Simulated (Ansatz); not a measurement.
`[NH2][Ga]([Cl])[Br]` + HBr → `[NH2][Ga]([Br])[Br]` + HCl at 600 K and 1 bar (ligand exchange at a Ga–Cl bond).

Gas-phase electronic energies from Ansatz, PBE0-D4/def2-TZVP geometries. CCSD(T)/CBS adds triple-zeta CCSD(T) − MP2 to the extrapolated MP2 energy (def2 sets, frozen cores). This one scheme is used for every species. For Br, Ga outer-core shells are correlated without core-valence functions, which leaves a few kJ/mol of doubt a bond. Scalar relativity is left out up to krypton. Each species was taken in one conformer, which may not be the lowest.

```
              species  CCSD(T)/CBS energy (Eh)  H − E (kJ/mol)  S (J/(mol·K))
`[NH2][Ga]([Cl])[Br]`              -5013.08446           122.3          435.5
                  HBr              -2573.91920            33.5          219.1
`[NH2][Ga]([Br])[Br]`              -7126.62711           122.1          443.3
                  HCl               -460.38127            35.4          207.2
```

H − E and S are ideal-gas, rigid-rotor, harmonic terms from PBE0-D4/def2-TZVP, for one conformer and one mirror image of each species. 1 Eh = 2625.50 kJ/mol, R = 8.31446 J/(mol·K).

Problem. By hand: ΔE, ΔH, ΔS and ΔG.

Solution. ΔE = (-7126.62711) + (-460.38127) − (-5013.08446) − (-2573.91920) = -0.00472 Eh = -12.4 kJ/mol. Δ(H − E) = 122.1 + 35.4 − 122.3 − 33.5 = 1.7, so ΔH = -10.7 kJ/mol. ΔS = 443.3 + 207.2 − 435.5 − 219.1 = -4.1 J/(mol·K). ΔG = -10.7 − 600 × (-4.1)/1000 = -8.2 kJ/mol.

Problem. By hand: the equilibrium constant, and the temperature at which ΔG would vanish if ΔH and ΔS stayed fixed.

Solution. log₁₀ K = −ΔG/(RT ln 10) = 0.7. ΔG = 0 at ΔH/ΔS = 2610 K, far beyond where these terms or the molecules hold.

The number of gas molecules stays the same, so ΔS is small and ΔH decides. A doubt of 5 kJ/mol in ΔE shifts log₁₀ K by 0.4 here. Other conformers and mirror images would add mixing entropy, several J/(mol·K) or more a flexible species. Modes under 60 cm⁻¹, often nearly free rotors, make the harmonic entropy too high. These are equilibria of isolated gas molecules and say nothing of rates. Largest T1 diagnostic: 0.010 (customary marks: 0.02 for closed shells, 0.045 for open ones).
